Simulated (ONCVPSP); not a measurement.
## Configuration tests for Cl (ONCV)

- Element: Cl
- Generator: ONCVPSP 4.0.1
- Type: optimised norm-conserving Vanderbilt (ONCV)
- Functional: PBEsol
- Relativity: scalar-relativistic
- Frozen core: [Ne]
- Valence charge: 7
- Reference configuration: 3s1.75 3p5.25
- Partial waves: 3s: rc 1.15 bohr, ncon 3, nbas 6, qcut 6.6 1/bohr, 2 projectors, debl 2.9 Ha; 3p: rc 1.45 bohr, ncon 3, nbas 6, qcut 6.4 1/bohr, 2 projectors, debl 2 Ha
- Local potential: polynomial inside 1.15 bohr (lpopt 5, dvloc0 0 Ha)
- Core correction: Teter function, fcfact 3, rcfact 1.1

Energies are relative to the spin-unpolarised reference configuration 3s1.75 3p5.25; without spin polarisation the order of configurations can differ from experiment.

Question: Give the all-electron excitation energy and the error of the potential for: 3s2 3p5; 3s2 3p4; 3s2 3p3; 3s1 3p5.

Answer:

```tsv
valence configuration	charge	ΔE all-electron (eV)	error AE − PS (meV)
3s2 3p5	0	-3.018	+0.5
3s2 3p4	+1	10.818	+0.4
3s2 3p3	+2	36.216	+8.3
3s1 3p5	+1	23.487	+0.9
```

Levels in the configuration 3s1 3p5:

```tsv
level	all-electron (eV)	pseudo (eV)
3s	-32.648	-32.641
3p	-19.939	-19.934
```
